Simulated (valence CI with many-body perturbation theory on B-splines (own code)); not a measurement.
**E1 line list for Nb III**

Computed by valence CI with perturbative core correlation (CI+MBPT): three valence electrons over a frozen Dirac-Fock core [Kr], a basis of 7 s, 7 p, 8 d, 6 f, 4 g, 1 h functions for each j, with the one-electron correlation potential Σ1 (screened to all orders), the two-electron term Σ2, the three-electron term Σ3, Breit, model QED; selected single and double excitations, second order for the rest, scaled by the run's own slope (own B-spline code, finite nucleus).

Against 24 measured levels this calculation errs by 551 cm⁻¹ on average and by 1058 at most. These come from a selection out of Shadmi, J. Res. Natl. Bur. Stand. 70A, 435 (1966). Levels without a partner in it may be off by more, other configurations by 1,000 to 8,000 cm⁻¹.

Lines 201 to 250 of 542 in falling wavelength, among levels below 17.254 eV, chosen from the strongest by gf and those to the six lowest levels. Wavelengths and rates use the calculated energies, so an error of 600 cm⁻¹ moves a line at 226.1 nm by 1.4 % and its rate by three times that or more. Electric multipoles are in the length gauge, E1 and E2 with the static RPA response of the core. Weak lines are less certain than strong ones. Lines between different terms over intervals too small for the method are left out, as are lines whose strength nearly cancels. Where a level lies close to another of its J and parity, the split of strength between their lines is uncertain.

Names give the largest LS component (configuration and term), which can be under half, so a name can repeat, a term be missing and a line seem to break the LS rules; names also repeat where a configuration has a term twice. Letters in brackets count levels of one name in rising energy.

```csv
λ vac (nm),Upper,Lower,A (s⁻¹),log gf,Branch %
226.1,4d2 5p 4P°_5/2,4d2 5s 4P_5/2,1.10e+08,-0.30,15.6
226.0,4d2 5p 2F°_5/2 [b],4d2 5s 2G_7/2,3.26e+08,0.18,41.8
225.2,4d2 5p 4P°_5/2,4d2 5s 4P_3/2,1.05e+08,-0.32,14.8
220.7,4d2 5d 2F_7/2 [c],4d2 5p 2F°_7/2 [c],1.05e+08,-0.21,10.4
220.2,4d2 5d 4D_7/2 [b],4d2 5p 2F°_7/2 [c],6.98e+07,-0.39,7.2
213.3,4d2 5d 2D_3/2 [d],4d2 5p 2F°_5/2 [b],1.53e+08,-0.38,15.9
212.1,4d2 5d 2D_5/2 [c],4d2 5p 2F°_7/2 [c],2.35e+08,-0.02,24.4
212.0,4d2 6s 2G_7/2,4d2 5p 2F°_5/2 [b],3.98e+08,0.33,41.7
211.3,4d2 5p 2D°_5/2 [c],4d2 5s 2F_7/2,1.04e+08,-0.38,11.0
211.3,4d2 5d 2F_5/2 [c],4d2 5p 2D°_3/2 [c],4.50e+08,0.26,45.9
211.1,4d2 5d 2F_7/2 [c],4d2 5p 2D°_5/2 [c],1.66e+08,-0.05,16.5
210.7,4d2 5d 4D_7/2 [b],4d2 5p 2D°_5/2 [c],2.74e+08,0.16,28.5
209.5,4d2 5d 2D_5/2 [c],4d2 5p 2P°_3/2 [a],2.76e+08,0.04,28.7
209.1,4d2 5p 2F°_7/2 [a],4d3 2F_7/2,8.11e+07,-0.37,15.2
207.9,4d2 6s 2G_9/2 [b],4d2 5p 2F°_7/2 [c],2.85e+08,0.27,28.5
207.3,4d2 5d 4P_3/2 [b],4d2 5p 2D°_5/2 [c],1.65e+08,-0.37,17.2
207.1,4d2 5d 2D_3/2 [c],4d2 5p 2P°_1/2 [b],2.69e+08,-0.16,27.5
206.9,4d2 5d 2F_7/2 [b],4d2 5p 2G°_7/2 [b],7.57e+07,-0.41,7.4
206.8,4d2 5d 2D_3/2 [d],4d2 5p 2P°_3/2 [a],3.76e+08,-0.02,39.1
206.7,4d2 6s 2F_5/2,4d2 5p 2G°_7/2 [a],3.29e+08,0.10,34.3
206.1,4d2 5d 4D_5/2 [a],4d2 5p 4D°_5/2 [a],1.82e+08,-0.16,17.4
206.1,4d2 5d 4D_3/2 [a],4d2 5p 4D°_3/2 [a],2.21e+08,-0.25,20.8
205.5,4d2 5d 2H_9/2 [b],4d2 5p 2F°_7/2 [c],1.21e+08,-0.12,11.1
205.4,4d2 6s 2F_7/2,4d2 5p 2G°_9/2 [a],3.25e+08,0.22,34.0
204.4,4d2 5d 2G_9/2 [b],4d2 5p 2G°_9/2 [b],6.76e+07,-0.37,6.5
204.0,4d2 5d 2G_9/2 [a],4d2 5p 2G°_9/2 [a],1.52e+08,-0.02,14.5
204.0,4d2 5d 4D_3/2 [a],4d2 5p 4D°_1/2 [a],2.23e+08,-0.26,21.0
203.9,4d2 5d 4F_7/2 [b],4d2 5p 4P°_5/2,8.94e+07,-0.35,8.1
203.5,4d2 5d 4D_5/2 [a],4d2 5p 4D°_3/2 [a],1.73e+08,-0.19,16.5
203.5,4d2 5d 4D_7/2 [a],4d2 5p 4D°_7/2 [a],4.95e+08,0.39,47.2
203.4,4d2 6s 2G_9/2 [a],4d2 5p 2H°_11/2,7.89e+07,-0.31,7.0
203.2,4d2 5d 2D_5/2 [c],4d2 5p 2D°_5/2 [c],1.09e+08,-0.39,11.3
203.2,4d2 5d 2G_7/2 [a],4d2 5p 2G°_7/2 [a],1.45e+08,-0.14,13.9
202.8,4d2 5d 4D_5/2 [b],4d2 5p 4P°_5/2,1.55e+08,-0.24,15.7
202.3,4d2 5d 4D_7/2 [a],4d2 5p 4D°_5/2 [a],1.06e+08,-0.28,10.1
201.8,4d2 5d 2F_5/2 [b],4d2 5p 2D°_3/2 [b],3.09e+08,0.05,29.8
201.6,4d2 5d 2F_7/2 [b],4d2 5p 2D°_5/2 [b],2.88e+08,0.15,28.1
201.5,4d2 6s 4F_9/2,4d2 5p 4D°_7/2 [a],1.55e+08,-0.03,15.4
201.4,4d2 5d 4D_5/2 [a],4d2 5p 2D°_5/2 [a],3.16e+08,0.06,30.1
201.1,4d2 6s 2D_3/2,4d2 5p 2D°_3/2 [b],1.88e+08,-0.34,18.8
200.7,4d2 5d 2H_9/2 [a],4d2 5p 2G°_7/2 [a],8.84e+08,0.73,89.8
200.4,4d2 5d 2F_5/2 [a],4d2 5p 2D°_3/2 [a],3.59e+08,0.11,34.3
199.9,4d2 5d 2F_7/2 [a],4d2 5p 2F°_7/2 [a],4.56e+08,0.34,43.3
199.7,4d2 5d 2G_7/2 [b],4d2 5p 2D°_5/2 [b],2.67e+08,0.11,25.4
199.7,4d2 5d 4H_11/2,4d2 5p 4F°_9/2,4.15e+08,0.47,37.6
199.7,4d2 5d 2H_11/2 [a],4d2 5p 2G°_9/2 [a],8.86e+08,0.80,89.5
199.6,4d2 5d 2F_7/2 [c],4d2 5p 4P°_5/2,2.55e+08,0.09,25.2
199.4,4d2 6s 2D_5/2,4d2 5p 2F°_7/2 [b],2.83e+08,0.01,28.5
199.3,4d2 5d 4H_9/2,4d2 5p 4F°_7/2,3.65e+08,0.34,32.8
199.2,4d2 5d 4D_7/2 [b],4d2 5p 4P°_5/2,3.67e+08,0.24,38.1
```
